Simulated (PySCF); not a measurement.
B(F)2(NHMe) (CH₄BF₂N), SMILES CNB(F)F. Atoms are numbered in the order given.

```xyz
9

B      0.0105     0.5682     0.0000
F      0.7267     1.6942     0.0000
F     -1.3193     0.6815     0.0000
N      0.6360    -0.6799     0.0000
C     -0.0274    -1.9684     0.0000
H      1.6497    -0.7048     0.0000
H      0.2297    -2.5657     0.8923
H      0.2297    -2.5657    -0.8923
H     -1.1152    -1.8158     0.0000
```

Coordinates come from a B3LYP-D3(BJ)/def2-SVP optimisation. The values are those of a single conformer.

The numbers are results of HF/def2-TZVP (PySCF), not measurements.

Q: Estimate the frontier levels, gap, dipole moment and polarisability. (The exact figures need the calculation; the answer reports its results.)

A: 
```json
{
  "highest_occupied_level": "-11.30 eV",
  "lowest_empty_level": "3.16 eV",
  "orbital_gap": "14.46 eV",
  "dipole_moment": "2.82 D",
  "quadrupole, principal values (traceless, Buckingham form, about the centre of nuclear charge)": "-2.17, 1.03, 1.14 D·Å",
  "mean_static_polarisability": "31.1 bohr³ (4.60 Å³)",
  "polarisability_principal_values": "26.0, 30.3, 36.8 bohr³"
}
```
